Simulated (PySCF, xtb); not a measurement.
C3H12OSi2, SMILES C[SiH2]CO[SiH2]C.

GFN2-xTB in xtb 6.7.1 at its own geometry gives an orbital gap of 5.83 eV and a dipole moment of 0.85 D.

Coordinates come from a B3LYP-D3(BJ)/def2-SVP optimisation. Other conformers were not sampled.

Task: What does PySCF with B3LYP/def2-TZVP give? (An estimate is asked for; the answer gives what the named calculation found.)

Result: gap 7.99 eV (levels -7.65 and 0.34 eV), dipole 1.03 D.
